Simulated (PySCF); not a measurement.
Job file and geometry (Å, from GFN2-xTB) of an NMR shielding run on `InChI=1S/C7H9F2P/c1-4(2)6-3-5(8)7(9)10-6/h3-4,10H,1-2H3`, GIAO PBE0/pcSseg-1 NMR shielding, non-relativistic, gas phase (PySCF); density fitting, a coarse starting grid and PySCF grid level 2 are the driver's defaults:

```
$ OMP_NUM_THREADS=1 python probes_run.py task.json out

{"job": {"kind": "nmr", "xc": "PBE0", "basis": "pcSseg-1"}, "charge": 0, "multiplicity": 1}
C     -1.637633     1.256602    -0.714421
C     -1.137343     0.288074     0.353981
C     -1.898248    -1.040057     0.283763
C      0.333066     0.016764     0.233830
C      1.107754     0.128883    -0.862548
C      2.482724    -0.240335    -0.648040
F      3.371748    -0.158371    -1.646970
C      2.766894    -0.610888     0.616089
F      3.967253    -1.003477     1.065386
P      1.259981    -0.716247     1.627781
H     -1.579167     0.803107    -1.700491
H     -1.046376     2.169118    -0.712028
H     -2.675514     1.517515    -0.522114
H     -1.319766     0.728716     1.342096
H     -2.963142    -0.872131     0.425058
H     -1.743763    -1.510560    -0.684525
H     -1.546294    -1.717932     1.059192
H      0.787646     0.479716    -1.828452
H      1.460375     0.490752     2.304952
```

**Question.** What does the program print?

**Answer.** 
```
coarse grid: 16984 points
cycle   1  E = -812.2866987478  dE =  1.528e+00  |g| = 6.408e-01  |ddm| = 4.147e+00
cycle   2  E = -812.2211145660  dE =  6.558e-02  |g| = 8.883e-01  |ddm| = 1.228e+00
cycle   3  E = -812.3628354917  dE = -1.417e-01  |g| = 1.311e-01  |ddm| = 7.972e-01
cycle   4  E = -812.3660615581  dE = -3.226e-03  |g| = 5.960e-02  |ddm| = 1.721e-01
cycle   5  E = -812.3668882363  dE = -8.267e-04  |g| = 1.716e-02  |ddm| = 6.719e-02
cycle   6  E = -812.3669487768  dE = -6.054e-05  |g| = 5.945e-03  |ddm| = 2.331e-02
cycle   7  E = -812.3669574684  dE = -8.692e-06  |g| = 9.577e-04  |ddm| = 7.290e-03
final grid: 161944 points
cycle   8  E = -812.4404138029  dE = -5.434e-05  |g| = 9.600e-03  |ddm| = 4.961e-02
cycle   9  E = -812.4403967812  dE =  1.702e-05  |g| = 1.310e-02  |ddm| = 2.200e-02
cycle  10  E = -812.4404361750  dE = -3.939e-05  |g| = 1.552e-03  |ddm| = 1.378e-02
cycle  11  E = -812.4404366218  dE = -4.468e-07  |g| = 3.791e-04  |ddm| = 1.746e-03
cycle  12  E = -812.4404366483  dE = -2.655e-08  |g| = 1.651e-04  |ddm| = 4.689e-04
cycle  13  E = -812.4404366539  dE = -5.629e-09  |g| = 5.501e-05  |ddm| = 2.010e-04
cycle  14  E = -812.4404366547  dE = -7.553e-10  |g| = 1.049e-05  |ddm| = 6.936e-05
converged SCF energy = -812.4404366547

GIAO shielding tensors (ppm)
atom      isotropic    diamagn.    paramagn.     s11        s22        s33       span
  0 C      165.193     248.242     -83.049    150.235    158.710    186.634     36.399
  1 C      151.133     243.383     -92.251    139.427    153.720    160.251     20.823
  2 C      155.872     247.741     -91.869    138.266    146.072    183.277     45.010
  3 C       32.724     267.663    -234.939    -66.690     12.287    152.575    219.265
  4 C       55.973     255.779    -199.807    -35.874     60.233    143.559    179.433
  5 C       31.505     255.202    -223.697    -33.001     55.207     72.309    105.310
  6 F      307.670     469.891    -162.220    200.972    304.394    417.646    216.674
  7 C       28.281     266.703    -238.422    -19.955     31.240     73.559     93.514
  8 F      335.417     467.182    -131.764    263.100    273.257    469.895    206.795
  9 P      421.448     967.432    -545.984    367.527    416.068    480.747    113.220
 10 H       30.480      31.620      -1.139     27.061     28.978     35.402      8.341
 11 H       30.374      31.152      -0.778     26.032     28.324     36.767     10.735
 12 H       30.375      29.512       0.862     25.878     28.021     37.226     11.348
 13 H       29.317      32.248      -2.931     24.800     29.121     34.029      9.230
 14 H       30.371      29.559       0.812     26.041     27.605     37.466     11.426
 15 H       30.917      30.887       0.030     27.949     29.344     35.458      7.509
 16 H       30.207      30.076       0.131     25.256     29.971     35.394     10.138
 17 H       25.076      34.016      -8.940     22.174     23.657     29.397      7.223
 18 H       26.862      29.048      -2.186     21.987     25.259     33.341     11.354
```

Size and cost of the density-fitted run: 222 basis functions, about 2.5 core-minutes.
